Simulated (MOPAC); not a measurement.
Input file for MOPAC: PM7 on BClFHSe (SMILES FB(Cl)[SeH]), a point of a torsion scan.

```
PM7 1SCF PRECISE CHARGE=0 THREADS=1
BClFHSe

F     -0.98920180 1     1.33540656 1    -0.20603444 1
B     -0.64853149 1     0.12367009 1     0.19033859 1
Cl    -1.77703350 1    -1.14790187 1    -0.02863015 1
Se     1.18014860 1    -0.13104234 1     0.73186929 1
H      0.98784218 1    -1.33076369 1     1.50493246 1
```

Program output:

```
*******************************************************************************
 **                                                                           **
 **                              MOPAC v23.2.5                                **
 **                                                                           **
 *******************************************************************************
 ** MOPAC's Digital Object Identifier: https://doi.org/10.5281/zenodo.6511958 **
 **                                                                           **
 ** Please cite the open-source release paper for use of this MOPAC version:  **
 ** J. E. Moussa and J. J. P. Stewart (2026)                                  **
 ** MOPAC: An open-source semiempirical molecular orbital program             **
 ** J. Open Source Softw., 11(119), 8025, https://doi.org/10.21105/joss.08025 **
 *******************************************************************************

                              PM7 CALCULATION RESULTS

 *******************************************************************************
 *  PM7        - The PM7 Hamiltonian to be used
 *
 *
 *
 *                 CHARGE ON SYSTEM = 0
 *
 *
 *
 *  PRECISE    - TIGHTER CRITERIA TO BE USED
 *  1SCF       - DO 1 SCF AND THEN STOP
 *  THREADS=1  - MULTI-THREADING NOT USED
 *  T=         - A TIME OF 172800.0 SECONDS REQUESTED
 *  DUMP=N     - RESTART FILE WRITTEN EVERY 7200.0 SECONDS REQUESTED
 *******************************************************************************
PM7 1SCF PRECISE CHARGE=0 THREADS=1
 BClFHSe

   ATOM   CHEMICAL          X               Y               Z
  NUMBER   SYMBOL      (ANGSTROMS)     (ANGSTROMS)     (ANGSTROMS)

     1       F         -0.98920180  *   1.33540656  *  -0.20603444  *
     2       B         -0.64853149  *   0.12367009  *   0.19033859  *
     3      Cl         -1.77703350  *  -1.14790187  *  -0.02863015  *
     4      Se          1.18014860  *  -0.13104234  *   0.73186929  *
     5       H          0.98784218  *  -1.33076369  *   1.50493246  *



          CARTESIAN COORDINATES

    NO.       ATOM           X           Y           Z

     1         F         -0.9892      1.3354     -0.2060
     2         B         -0.6485      0.1237      0.1903
     3        Cl         -1.7770     -1.1479     -0.0286
     4        Se          1.1801     -0.1310      0.7319
     5         H          0.9878     -1.3308      1.5049

 General Reference for PM7:
 "Optimization of Parameters for Semiempirical Methods VI: More Modifications to the
 NDDO Approximations and Re-optimization of Parameters", J. J. P. Stewart, J. Mol. Mod., 1:32, 19 (2013)
 https://link.springer.com/article/10.1007/s00894-012-1667-x

           Empirical Formula: H F B Cl Se  =     5 atoms



      MOLECULAR POINT GROUP   :   C1


      RHF CALCULATION, NO. OF DOUBLY OCCUPIED LEVELS = 12


 -------------------------------------------------------------------------------
 PM7 1SCF PRECISE CHARGE=0 THREADS=1
 BClFHSe



     1SCF WAS SPECIFIED, SO BFGS WAS NOT USED
     SCF FIELD WAS ACHIEVED


                              PM7 CALCULATION
                                                       MOPAC v23.2.5 Linux




          FINAL HEAT OF FORMATION =       -114.17676 KCAL/MOL =    -477.71555 KJ/MOL


          COSMO AREA              =        112.52 SQUARE ANGSTROMS
          COSMO VOLUME            =         99.53 CUBIC ANGSTROMS

          IONIZATION POTENTIAL    =          8.805329 EV
          HOMO LUMO ENERGIES (EV) =         -8.805 -1.563
          NO. OF FILLED LEVELS    =         12
          MOLECULAR WEIGHT        =        145.2293         POINT GROUP:  C1

          MOLECULAR DIMENSIONS (Angstroms)

            Atom       Atom       Distance
            H     5    F     1     3.73424
           Se     4   Cl     3     2.99095
           Cl     3    F     1     0.36775


          SCF CALCULATIONS        =          1





   ATOM   CHEMICAL          X               Y               Z
  NUMBER   SYMBOL      (ANGSTROMS)     (ANGSTROMS)     (ANGSTROMS)

     1       F         -0.98920180  *   1.33540656  *  -0.20603444  *
     2       B         -0.64853149  *   0.12367009  *   0.19033859  *
     3      Cl         -1.77703350  *  -1.14790187  *  -0.02863015  *
     4      Se          1.18014860  *  -0.13104234  *   0.73186929  *
     5       H          0.98784218  *  -1.33076369  *   1.50493246  *

                             CARTESIAN COORDINATES

   1    F       -0.989201800     1.335406560    -0.206034440
   2    B       -0.648531490     0.123670090     0.190338590
   3   Cl       -1.777033500    -1.147901870    -0.028630150
   4   Se        1.180148600    -0.131042340     0.731869290
   5    H        0.987842180    -1.330763690     1.504932460


           Empirical Formula: H F B Cl Se  =     5 atoms



      MOLECULAR POINT GROUP   :   C1


                  EIGENVALUES
 -40.81262 -26.00554 -24.14366 -17.26957 -16.81104 -16.20218 -14.59441 -12.49135
 -12.21805 -12.08170 -10.17014  -8.80533  -1.56264  -0.79268   0.36592   1.08602
   3.01747  69.46651  69.57032  69.69501  70.12683  70.13459


              NET ATOMIC CHARGES AND DIPOLE CONTRIBUTIONS

  ATOM NO.   TYPE          CHARGE      No. of ELECS.   s-Pop       p-Pop       d-Pop
    1          F          -0.287124        7.2871     1.94305     5.34407
    2          B           0.359431        2.6406     0.72995     1.91062
    3         Cl          -0.176910        7.1769     1.98775     5.18575     0.00341
    4         Se           0.060961        5.9390     1.93499     4.00405
    5          H           0.043641        0.9564     0.95636
 DIPOLE           X         Y         Z       TOTAL
 POINT-CHG.     2.307    -0.970     1.167     2.761
 HYBRID        -1.217    -0.222     0.073     1.239
 SUM            1.090    -1.193     1.240     2.036


          ATOMIC ORBITAL ELECTRON POPULATIONS

     Atom    s        px        py        pz      x^2-y^2     xz        z^2       yz        xy
    1  F   1.94305   1.91875   1.56549   1.85982
    2  B   0.72995   0.81243   0.63861   0.45957
    3 Cl   1.98775   1.69393   1.60967   1.88215   0.00119   0.00024   0.00060   0.00031   0.00108
    4 Se   1.93499   1.12028   1.30523   1.57854
    5  H   0.95636

 **********************
 *                    *
 * JOB ENDED NORMALLY *
 *                    *
 **********************




 == MOPAC DONE ==
```

The run finished.

Cost: roughly 0.03 core-seconds.
